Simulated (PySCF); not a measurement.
Start geometry of `[SiH3]c1cccs1` from GFN2-xTB (Å):
```
atom  x, y, z in Å
Si1    2.2282   -0.0063   -0.2550
C2     0.3571   -0.0547   -0.1596
C3    -0.4679    0.3617    0.8442
C4    -1.8397    0.1721    0.5745
C5    -2.0523   -0.3906   -0.6423
S6    -0.5806   -0.6966   -1.4731
H7     2.6282    0.8099   -1.4033
H8     2.7335   -1.3718   -0.4117
H9     2.7043    0.5847    0.9958
H10   -0.0975    0.7945    1.7569
H11   -2.6282    0.4433    1.2539
H12   -2.9839   -0.6468   -1.1065
```

Question: What comes out of this run: PySCF 2.14.0, LC-wPBE/6-31G* geometry optimisation, gas phase?

Answer: 
```
atom  x, y, z in Å
Si1    2.211   -0.102   -0.201
C2     0.349   -0.123   -0.177
C3    -0.454    0.505    0.736
C4    -1.845    0.321    0.493
C5    -2.072   -0.450   -0.604
S6    -0.614   -0.949   -1.336
H7     2.735    0.692   -1.341
H8     2.757   -1.478   -0.305
H9     2.663    0.518    1.070
H10   -0.063    1.085    1.565
H11   -2.632    0.740    1.109
H12   -3.026   -0.753   -1.015
```

The energy falls by 4.1 kJ/mol over 6 energy and gradient evaluations, the largest force component goes from 0.0172 to 3.0e-04 Eh/bohr, and the atoms move by 0.102 Å rms after alignment. Among the bonds, Si1–H7, Si1–H8 and Si1–H9 change most and about equally (+0.020 to +0.021 Å). Bonds longer at the end by more than 0.005 Å: 7 of 12; shorter: 3. Among the angles that change most is Si1–C2–S6, from 120.7° to 123.9°. Rotational constants go from 5156, 1761, 1333 to 5198, 1757, 1333 MHz. The orientation of the end geometry is arbitrary; only internal coordinates are fixed.

The run used 104 basis functions and 42 SCF cycles in all.

No frequency check.
